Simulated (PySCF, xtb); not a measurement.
C4H9NSi, SMILES C[Si@H](C=C=C)N.

GFN2-xTB (xtb) at its own geometry gives an orbital gap of 4.55 eV and a dipole moment of 1.33 D.

Geometry: r2SCAN-D4/def2-SVP. The structure was generated by enumeration; whether it is a known compound was not checked. One conformer was computed; it need not be the lowest.

Problem. What does HF/def2-TZVP in PySCF give? (Estimate from the structure and the level; the computed values follow.)

Solution. gap 13.18 eV (levels -9.81 and 3.38 eV), dipole 0.87 D.
